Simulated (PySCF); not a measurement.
```xyz
8

B      1.2795    -0.1274     0.0662
C     -0.1408    -0.1032    -0.5298
C     -1.1922     0.1872     0.2437
H      1.4145     0.1173     1.2248
H      2.2353    -0.3819    -0.5953
H     -0.3268    -0.3176    -1.5785
H     -1.0589     0.4086     1.2976
H     -2.2103     0.2164    -0.1313
```

Charge 0, multiplicity 1.

Give the Mulliken and meta-Löwdin atomic charges from PySCF with PBE-D3(BJ)/def2-TZVP // M06-2X/def2-TZVP.


```json
[
 {"atom": "B1", "Mulliken (e)": "-0.05", "meta-Löwdin (e)": "-0.05"},
 {"atom": "C2", "Mulliken (e)": "-0.15", "meta-Löwdin (e)": "-0.19"},
 {"atom": "C3", "Mulliken (e)": "-0.16", "meta-Löwdin (e)": "-0.16"},
 {"atom": "H4", "Mulliken (e)": "0.00", "meta-Löwdin (e)": "0.01"},
 {"atom": "H5", "Mulliken (e)": "0.01", "meta-Löwdin (e)": "0.02"},
 {"atom": "H6", "Mulliken (e)": "0.10", "meta-Löwdin (e)": "0.12"},
 {"atom": "H7", "Mulliken (e)": "0.13", "meta-Löwdin (e)": "0.13"},
 {"atom": "H8", "Mulliken (e)": "0.12", "meta-Löwdin (e)": "0.13"}
]
```
